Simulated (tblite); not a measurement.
Start geometry of `CC#C[C@H]1CC(=S)[S+]1` [radical] from a force field or distance geometry (Å):
```
atom  x, y, z in Å
C1     2.8980    0.2848    0.1830
C2     1.5086   -0.0584   -0.1595
C3     0.3884   -0.3487   -0.4247
C4    -0.9995   -0.6750   -0.7742
C5    -1.9684   -0.5805    0.4168
C6    -2.0633    0.8949    0.1853
S7    -2.2879    1.9772    1.1009
S8    -1.7717    0.7625   -1.5786
H9     3.0487    1.3886    0.0163
H10    3.5614   -0.2905   -0.4753
H11    3.1296    0.1209    1.2590
H12   -1.1076   -1.5901   -1.3647
H13   -2.9147   -1.1033    0.2526
H14   -1.4222   -0.7828    1.3407
```

Q: What comes out of this run: GFN2-xTB geometry optimisation, gas phase (tblite)?

A: 
```
atom  x, y, z in Å
C1     3.0973    0.0343    0.0951
C2     1.7063   -0.0942   -0.1856
C3     0.5263   -0.2320   -0.4160
C4    -0.8661   -0.3709   -0.6858
C5    -1.8201   -0.3662    0.5224
C6    -2.6188    0.8124    0.0585
S7    -3.9316    1.5066    0.7339
S8    -1.7172    1.1609   -1.3645
H9     3.4231    1.0595   -0.0819
H10    3.6682   -0.6321   -0.5548
H11    3.3011   -0.2387    1.1310
H12   -1.0455   -1.1919   -1.3838
H13   -2.4121   -1.2764    0.6395
H14   -1.3115   -0.1717    1.4700
```

The energy falls by 1.506 eV over 82 L-BFGS steps, the largest force on an atom goes from 12.14 to 0.009 eV/Å, and the atoms move by 0.629 Å rms after alignment. The bond that changes most is C6=S7 (ends: carbon bonded to C and 2 S; sulfur bonded to C), which lengthens by 0.196 Å. Bonds longer at the end by more than 0.005 Å: 3 of 14; shorter: 6. Among the angles that change most is H13–C5–H14, from 118.1° to 107.9°. Among the dihedrals that turn most is C3–C4–C5–H13, from -162° to -120°. Rotational constants go from 2207, 949.9, 802.0 to 3889, 638.0, 603.5 MHz. The orientation of the end geometry is arbitrary; only internal coordinates are fixed.

Its lowest GFN2-xTB frequency is 8i cm⁻¹, too small to tell a flat minimum from a shallow saddle.

The numbers are calculated, not measured.
